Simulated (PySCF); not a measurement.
Match the calculated data to a structure.

All candidates are C6H7NO.

| technique | computed result |
| --- | --- |
| Rotational structure | rotational constants A, B, C: 4.291, 1.080, 0.868 GHz [GFN2-xTB] |
| NMR, other nuclei | isotropic shieldings of nuclei other than C and H, by class: 151 (1 N), -74 (1 O) ppm [GIAO PBE0/pcSseg-1] |
| Polarisability | 96.4 au [wB97X-D/def2-SVPD] |
| 1H NMR | chemical shifts (computed TMS as zero) by class: 6.17 (1 H), 5.87 (2 H), 5.41 (1 H), 3.18 (3 H) ppm [GIAO PBE0/pcSseg-1] |
| 13C NMR | chemical shifts (computed TMS as zero) by class: 183.2 (1 C), 182.5 (1 C), 162.9 (1 C), 117.6 (1 C), 106.1 (1 C), 26.3 (1 C) ppm [GIAO PBE0/pcSseg-1] |
| Triplet | lowest triplet excitation (Tamm–Dancoff): 2.61 eV [TDA wB97X-D/def2-SVPD] |
| UV, strongest line | among the 8 lowest singlet transitions: S4 at 5.19 eV (239 nm, f = 0.454) [TDDFT wB97X-D/def2-SVPD] |

Gas-phase values; electronic properties from PySCF, density fitting. Levels stand in brackets. Isolated species at its GFN2-xTB geometry (one conformer only). NMR values are class means; diastereotopic atoms form classes of their own.

Problem. Which candidate is it?
A. `C=C=C=CC(=O)NC`
B. `O=CNC1=CCC=C1`
C. `Nc1ccc(O)cc1`
D. `OCc1ccccn1`
E. `C#CC1(C(N)=O)CC1`

Solution. A. It is `C=C=C=CC(=O)NC`. Numbering: `[CH2:1]=[C:2]=[C:3]=[CH:4][C:5](=[O:6])[NH:7][CH3:8]`. Its formula, C6H7NO, gives 4 degrees of unsaturation: 0 rings and 4 π bonds in the structure found. 6 carbons fall into 6 classes; from least to most shielded: central carbon of cumulated double bonds [C2] (183.2 ppm), central carbon of cumulated double bonds [C3] (182.5 ppm), amide carbonyl carbon [C5] (162.9 ppm), outer carbon of cumulated double bonds [C4] (117.6 ppm), outer carbon of cumulated double bonds [C1] (106.1 ppm), N-methyl carbon [C8] (26.3 ppm). Hydrogen classes from least to most shielded: 1 H on an outer carbon of cumulated double bonds, C4 (6.17 ppm), 2 H on an outer carbon of cumulated double bonds, C1 (5.87 ppm), 1 H on an amide nitrogen, N7 (5.41 ppm), 3 H on an N-methyl carbon, C8 (3.18 ppm, a mean of values up to 1.9 ppm apart in this geometry). The other shieldings belong to: 151 ppm, amide nitrogen [N7]; -74 ppm, amide oxygen [O6]. By its constants the optimised geometry is an asymmetric top.

The others, at the same levels:
- `Nc1ccc(O)cc1` fails: it has 4 carbon classes against 6; its computed 13C shifts are 155.0 (1 C), 145.4 (1 C), 119.5 (2 C), 117.6 (2 C) ppm, 1H shifts are 6.78 (2 H), 6.63 (2 H), 3.61 (1 H), 3.09 (2 H) ppm and rotational constant A is 5.638 GHz (against 4.291 GHz).
- `OCc1ccccn1` fails: its computed lowest triplet excitation (Tamm–Dancoff) is 4.32 eV (against 2.61 eV), strongest line among the 8 lowest singlet transitions is S8 at 7.54 eV (164 nm, f = 0.556) (against S4 at 5.19 eV) and static isotropic polarisability is 78.6 au (against 96.4 au).
- `C#CC1(C(N)=O)CC1` fails: it has 5 carbon classes against 6; its computed 13C shifts are 171.9 (1 C), 91.5 (1 C), 75.7 (1 C), 22.2 (2 C), 15.9 (1 C) ppm, 1H shifts are 6.66 (1 H), 4.75 (1 H), 1.64 (1 H), 1.46 (2 H), 1.09 (2 H) ppm and lowest triplet excitation (Tamm–Dancoff) is 5.48 eV (against 2.61 eV).
- `O=CNC1=CCC=C1` fails: its computed 13C shifts are 158.1 (1 C), 149.4 (1 C), 143.7 (1 C), 138.6 (1 C), 113.8 (1 C), 41.6 (1 C) ppm, 1H shifts are 8.22 (1 H), 8.21 (1 H), 6.77 (1 H), 6.40 (1 H), 5.60 (1 H), 3.08 (2 H) ppm and rotational constant A is 5.510 GHz (against 4.291 GHz).

Each candidate is one conformer, not necessarily the lowest. Dipoles, sizes and rotational constants follow the conformer. The torsions of the flexible species, by atom-mapped SMILES:
- `[CH2:1]=[C:2]=[C:3]=[CH:4][C:5](=[O:6])[NH:7][CH3:8]`: C3–C4–C5–O6 179°, C4–C5–N7–C8 180°
- `[NH2:1][c:2]1[cH:3][cH:4][c:5]([OH:6])[cH:7][cH:8]1`: H–N1–C2–C3 -160°, H–N1–C2–C3 -23°, H–O6–C5–C4 -179°
- `[OH:1][CH2:2][c:3]1[cH:4][cH:5][cH:6][cH:7][n:8]1`: O1–C2–C3–C4 180°, H–O1–C2–C3 0°
- `[CH:1]#[C:2][C:3]1([C:4]([NH2:5])=[O:6])[CH2:7][CH2:8]1`: C2–C3–C4–N5 0°, H–N5–C4–C3 180°, H–N5–C4–C3 0°
- `[O:1]=[CH:2][NH:3][C:4]1=[CH:5][CH2:6][CH:7]=[CH:8]1`: O1–C2–N3–C4 0°, C2–N3–C4–C5 180°
